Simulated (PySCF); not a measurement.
Ge(OH)4 (GeH₄O₄), SMILES [OH][Ge]([OH])([OH])[OH]. The structure is a stationary point at ωB97X-D3(BJ)/def2-SVP. The isomer is the one that the SMILES or the coordinates give; other isomers of the formula were not compared. Other conformers were not sampled.

All values below come from ωB97X-D3(BJ)/def2-SVP in PySCF.

Harmonic wavenumbers (cm⁻¹): 155, 171, 223, 223, 231, 271, 285, 285, 343, 720, 762, 777, 777, 883, 904, 918, 918, 3905, 3905, 3905, 3908. Rotational constants (GHz): 3.614, 3.614, 3.200; symmetry number 2.

Task: Work out the zero-point energy and the ideal-gas rigid-rotor harmonic-oscillator thermochemistry at 298.15 K and 1 atm.

Result: ZPE = ½ Σ hcν = ½ × 24470 cm⁻¹ = 146.36 kJ/mol. H − E(el) = 169.64 kJ/mol. Entropy in J/(mol K): translation 170.43, rotation 104.88, vibration 75.69, total 351.01. G − E(el) = 64.98 kJ/mol. Cp = 120.10 J/(mol K).
